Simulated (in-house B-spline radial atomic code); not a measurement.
How numerical settings move a run on neutral lead, [Xe] 4f14 5d10 6s2 6p2. Computed with an all-electron radial atomic-structure program (B-spline basis): Dirac-Kohn-Sham PBE, spherical fractional occupations, Fermi nucleus of rms radius 5.5012 fm.

Command:
```bash
python run_scf.py task.json out
```
Settings of the sound reference run:
```
Z                82
electrons        82
configuration    [Xe] 4f14 5d10 6s2 6p2
hamiltonian      dirac
method           pbe,pbe
spin_polarised   False
nucleus          fermi
rms_radius       5.5012
mass_number      208
atomic_mass      207.9767
speed_of_light   137.036
knot_spacing     0.22
spline_order     8
gauss_points     12
box_radius       50
max_iterations   70
damping          0.5
damped_steps     3
diis_vectors     10
tolerance        1e-08
start            Thomas-Fermi
```

Run time, properties included: 2.8 s on 1 thread of Arm Neoverse N1, with other jobs on the host.

It converges in 10 iterations to -20922.639742 hartree, with 6p3/2 at -3.11987 eV. The other runs change the listed settings, some to values that make no sense; their results aren't properties of the atom or ion. Radii are in bohr (the nuclear one in fm), a minus after a letter asks for a j subshell, and «unchanged» means within 1e-8 hartree. The run stops when the residual is below 10 × tolerance × max(1, Z/10), or a noise floor if that is larger, and the energy moves by less than 1e-8 × √|E| hartree; so very loose and very tight tolerances often act alike.

```tsv
changed settings	outcome
diis_vectors = 0	converged in 17 iterations, energy unchanged, 6p3/2 level +2.5e-06 eV
spline_order = 10, max_iterations = 50, start = bare nucleus	converged in 14 iterations, energy +1.56e-06 hartree from the reference, 6p3/2 level +9.2e-06 eV
electrons = 83, configuration = [Xe] 4f14 5d10 6s2 6p2 7p-1, max_iterations = 60	converged in 16 iterations to -20922.6383 hartree, a different physical problem (warning: 7p1/2 has a positive eigenvalue: unbound, held by the box)
diis_vectors = 1	not converged after 70 iterations, last residual 6.2e+00, last energy +1.56e+03 hartree from the reference
max_iterations = 5	not converged after 5 iterations, last residual 1.9e-02, last energy +1.09e-02 hartree from the reference
max_iterations = 2	not converged after 2 iterations, last residual 2.6e-01, last energy +2.58e+00 hartree from the reference
tolerance = 1e-13	converged in 10 iterations, energy unchanged
method = scan,scan	stopped with error: meta-GGAs are not served with the Dirac Hamiltonian
tolerance = 1e-06	converged in 9 iterations, energy unchanged, 6p3/2 level -1.8e-04 eV
diis_vectors = 4	converged in 10 iterations, energy unchanged, 6p3/2 level -2.2e-06 eV
spline_order = 10, box_radius = 5, max_iterations = 75, damping = 0.2, damped_steps = 8	converged in 15 iterations, energy +1.69e-01 hartree from the reference, 6p3/2 level +4.0e+00 eV (the program warns: 6p3/2 has a positive eigenvalue: unbound, held by the box; 5d3/2 reaches the box edge)
diis_vectors = 2	converged in 13 iterations, energy unchanged, 6p3/2 level -1.1e-05 eV
```

(1) What happens with electrons = 87, configuration = [Xe] 4f14 5d10 6s2 6p7, max_iterations = 60?

(2) What happens with max_iterations = 3?

(3) What happens with gauss_points = 6, box_radius = 7.5, first_knot = 1.22e-05, max_iterations = 50, diis_vectors = 20?

(4) What happens with knot_spacing = 0.1, max_iterations = 3, start = bare nucleus?

Answers

(1) Stopped with error: shell 6p holds at most 6 electrons.

(2) Not converged after 3 iterations, last residual 7.0e-02, last energy +1.69e-01 hartree from the reference.

(3) Converged in 10 iterations, energy +1.25e-02 hartree from the reference, 6p3/2 level +5.6e-01 eV (the program warns: 6p3/2 reaches the box edge; 5d3/2 reaches the box edge).

(4) Not converged after 3 iterations, last residual 1.1e+00, last energy +6.87e+01 hartree from the reference.
